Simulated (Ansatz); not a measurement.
CH₆OSi₂ (`[SiH3]C1O[SiH2]1`). Total charge 0; spin multiplicity 1.

Cartesian coordinates in Å:
```
Si -0.714 0.096 1.380
C -0.368 0.388 -0.430
O -0.449 -0.845 -1.273
Si 1.099 -0.248 -1.278
H -0.438 1.354 2.125
H -2.129 -0.302 1.609
H 0.177 -0.983 1.880
H -0.885 1.227 -0.900
H 2.130 -1.034 -0.568
H 1.577 0.346 -2.545
```

List the harmonic frequencies (cm⁻¹, unscaled) at PBE0-D4/def2-TZVP in Ansatz. (Estimate.)

Ansatz gave: 144, 165, 212, 484, 553, 602, 642, 673, 759, 770, 832, 917, 931, 941, 957, 989, 1075, 1236, 2220, 2225, 2230, 2260, 2277, 3101.

Is this a minimum?

Yes, all 24 modes are real.

Give the ideal-gas thermochemistry at 298.15 K and 1 bar (rigid rotor, harmonic oscillator; point group C1, symmetry number 1).

Zero-point energy 162.6 kJ/mol; H(298) − E = 180.9 kJ/mol; entropy 319.6 J/(mol·K), of which translation 165.0, rotation 108.4, vibration 46.1; G(298) − E = 85.6 kJ/mol.
